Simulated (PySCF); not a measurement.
C3H9Ge, SMILES [Ge]([CH3])([CH3])[CH3], multiplicity 2.

Coordinates come from a ωB97X-D3(BJ)/def2-SVP optimisation. The isomer is the one that the SMILES or the coordinates give; other isomers of the formula were not compared.

All values below come from r2SCAN/def2-TZVP (PySCF).

Gas-phase values at a fixed geometry.

```json
{
  "total_energy": "-2196.67338 hartree",
  "point_group": "C3v",
  "α spin, highest occupied and lowest empty level": "-4.52 and 1.02 eV",
  "β spin, highest occupied and lowest empty level": "-7.19 and -2.43 eV",
  "dipole_moment": "0.56 D",
  "quadrupole, principal values (traceless, Buckingham form, about the centre of nuclear charge)": "-0.88, 0.44, 0.44 D·Å",
  "mean_static_polarisability": "71.6 bohr³ (10.61 Å³)",
  "polarisability_principal_values": "60.4, 77.2, 77.2 bohr³",
  "⟨S²⟩": "0.753 (pure state 0.75)"
}
```
